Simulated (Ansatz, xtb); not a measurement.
**Relative energy of two isomers of C3H4BNO3**

Structure I: `OB(O)c1cnco1`, a singlet. Structure II: `OB(O)c1ncco1`, a singlet. Both are isolated molecules in the gas phase, relaxed with r2SCAN-D4/def2-SVP; the shapes shown needn't be the lowest conformers.

I (Å):

```xyz
12

C     0.6310   -0.7097   -0.4326
C     0.3359   -1.1546   -1.6996
C     2.0834    0.0110   -1.8662
B    -0.0307   -0.8963    0.9586
N     1.2685   -0.6878   -2.5990
O     0.5469   -0.2912    2.0358
O    -1.1600   -1.6672    0.9867
O     1.7750    0.0501   -0.5598
H     0.0996   -0.4361    2.8775
H    -1.5637   -1.7768    1.8549
H    -0.4987   -1.7852   -2.0064
H     2.9717    0.5594   -2.1800
```

II (Å):

```yaml
atoms:
  - { symbol: C, position_ang: [0.5676, -0.7210, -0.1591] }
  - { symbol: C, position_ang: [0.7448, -0.6874, -2.2911] }
  - { symbol: C, position_ang: [1.9291, -0.2435, -1.7698] }
  - { symbol: B, position_ang: [0.0011, -0.9081, 1.2890] }
  - { symbol: N, position_ang: [-0.1055, -0.9852, -1.2526] }
  - { symbol: O, position_ang: [0.7596, -0.6133, 2.3718] }
  - { symbol: O, position_ang: [-1.2710, -1.3743, 1.4055] }
  - { symbol: O, position_ang: [1.8235, -0.2623, -0.4207] }
  - { symbol: H, position_ang: [0.2805, -0.7776, 3.1953] }
  - { symbol: H, position_ang: [-1.6484, -1.5261, 0.5244] }
  - { symbol: H, position_ang: [0.4602, -0.8077, -3.3359] }
  - { symbol: H, position_ang: [2.8733, 0.0981, -2.1870] }
```

Quicker runs give these differences E(II) − E(I): GFN2-xTB −2.7 kcal/mol; HF/STO-3G −5.9 kcal/mol (at GFN2-xTB geometries); r2SCAN-D4/def2-SVP//GFN2-xTB −4.9 kcal/mol.

Task: Estimate E(II) − E(I) at the level CCSD(T)/def2-SVP + ΔMP2/def2-TZVPP.

Result: Calculated at CCSD(T)/def2-SVP + ΔMP2/def2-TZVPP: E(II) − E(I) = −3.5 kcal/mol, so structure II lies lower.

How the difference moves with the method:

```csv
level,geometry,E(II) − E(I) (kcal/mol),departure from the last row (kcal/mol),"job, with rough time for the two"
GFN2-xTB,GFN2-xTB,−2.7,+0.8,"optimisation, 0.28 s"
HF/STO-3G,GFN2-xTB,−5.9,−2.4,"single point, 0.32 s"
r2SCAN-D4/def2-SVP//GFN2-xTB,GFN2-xTB,−4.9,−1.4,"single point, 3.1 s"
r2SCAN-D4/def2-SVP,r2SCAN-D4/def2-SVP,−4.9,−1.4,"optimisation, 30 s"
HF/def2-SVP,r2SCAN-D4/def2-SVP,−3.0,+0.5,part of the CCSD(T) run
MP2/def2-SVP,r2SCAN-D4/def2-SVP,−5.2,−1.7,part of the CCSD(T) run
CCSD(T)/def2-SVP,r2SCAN-D4/def2-SVP,−4.6,−1.1,single point
CCSD(T)/def2-SVP + ΔMP2/def2-TZVPP,r2SCAN-D4/def2-SVP,−3.5,,"single point, 74 s"
```

As drawn, both hold the same kinds of bond in the same numbers.

None of the levels shown reverses the order. The largest departure from CCSD(T)/def2-SVP + ΔMP2/def2-TZVPP is that of HF/STO-3G, 2.4 kcal/mol. The last row adds to CCSD(T) the change of the MP2 difference between the two basis sets, here +1.1 kcal/mol.

With thermal terms from frequencies at re-optimised GFN2-xTB minima (ideal gas, soft modes damped towards free rotors, one conformer each, 298.15 K, 1 atm): the zero-point term adds +0.2 kcal/mol; ΔH is −3.4 and ΔG −3.3 kcal/mol.

The correlated steps freeze 8 core orbitals. Programs: Ansatz 0.2.0, xtb 6.7.1; the last row on 4 threads of Arm Neoverse V1 on a shared host.
